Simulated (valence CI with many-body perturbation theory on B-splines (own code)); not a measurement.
# Xe¹⁴⁺: what each term of the Hamiltonian does

Computed by configuration interaction combined with many-body perturbation theory (CI+MBPT): four valence electrons over a frozen Dirac-Fock core [Kr], radial functions for each j: 9 s, 9 p, 10 d, 8 f, 5 g, 3 h, 1 i, with the one-electron correlation potential Σ1, the two-electron term Σ2, the three-electron term Σ3, Breit, model QED; selected CI, second order for the rest (own B-spline code, finite nucleus).

No measured levels were compared; by estimate terms of the open shell hold to 2 to 4 % of their energy, and close levels can change places. Core correlation moves these levels by up to 7100 cm⁻¹, and in measured spectra 5 to 20 % of such shifts remained as error; rates that hang on mixing are uncertain with them. Only levels of the ground parity were solved; by the run's estimate the other parity begins above the list, which can be wrong where configurations are misplaced.

Each rung adds one term. CI alone is the Dirac-Coulomb CI over the frozen core; QED comes last and gives the full result, which names the levels. Energies are above 4d4 5D_0 on the same rung, in cm⁻¹.

Names give the largest LS component (configuration and term), which can be under half, so a name can repeat, a term be missing and a line seem to break the LS rules; names also repeat where a configuration has a term twice. Letters in brackets count levels of one name in rising energy.

```tsv
Level	CI alone
4d4 5D_1	7758
4d4 5D_2	14955
4d4 5D_3	20922
4d4 5D_4	25397
4d4 3P_0 [a]	37911
4d4 3H_4	43457
4d4 3G_3	51204
4d4 3H_5	53942
4d4 3F_2 [a]	52374
4d4 3P_1 [a]	51887
4d4 3H_6	58833
4d4 3G_4	62739
4d4 3D_2	64434
4d4 3F_4 [a]	66459
4d4 3F_3 [a]	68750
4d4 3D_3	72591
```

What do these energies become with core correlation, Breit and QED?

4d4 5D_1 7838 (+81); 4d4 5D_2 14940 (-15); 4d4 5D_3 20695 (-227); 4d4 5D_4 24802 (-595); 4d4 3P_0 [a] 38017 (+106); 4d4 3H_4 39922 (-3535); 4d4 3G_3 47842 (-3362); 4d4 3H_5 49608 (-4334); 4d4 3F_2 [a] 50432 (-1942); 4d4 3P_1 [a] 51652 (-235); 4d4 3H_6 53928 (-4905); 4d4 3G_4 59040 (-3699); 4d4 3D_2 61939 (-2495); 4d4 3F_4 [a] 63156 (-3303); 4d4 3F_3 [a] 64738 (-4012); 4d4 3D_3 69236 (-3356).

How does the ionisation energy move along the ladder, and which term matters most?

CI alone 340.68, + Σ1 342.80, + Σ2 344.61, + Σ3 344.66, + Breit 344.57, + QED 344.59 eV. The largest step is Σ1, 2.12 eV. NIST lists 343 ± 3 eV (theoretical).
